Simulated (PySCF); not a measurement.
## Radial density of Pm²⁺ (promethium, charge +2)

B2PLYP, [Xe] 4f4 6s1, one real determinant (an excited configuration). All numbers are calculated (PySCF 2.14, the spin-free X2C one-electron Hamiltonian (Gaussian nucleus), in ANO-RCC-VTZP (8s7p5d3f2g1h, 104 functions)).

```
r (bohr)  4πr²ρ (e/bohr)  4πr²(ρα − ρβ)
  0.0201           78.27         0.0033
  0.0338           71.30         0.0049
  0.0569           99.42         0.0157
  0.0957           94.02         0.0125
   0.161           85.18         0.1773
   0.271           70.06         1.1355
   0.456           38.37         3.6838
   0.766           28.71         4.1404
    1.29           10.09         1.7582
    2.17           2.849         0.2693
    3.65          0.4173         0.3509
    6.13         0.04730         0.0473
    10.3       0.0009017         0.0009
    17.4       5.123e-05         0.0000
```

Densities and radii are taken from the X2C orbitals without a picture-change correction, which distorts them close to the nucleus.

⟨L²⟩ = 34.01 against 42 for a pure I term, so this real determinant mixes terms. Spin-orbit coupling, absent here, splits the open shell strongly.
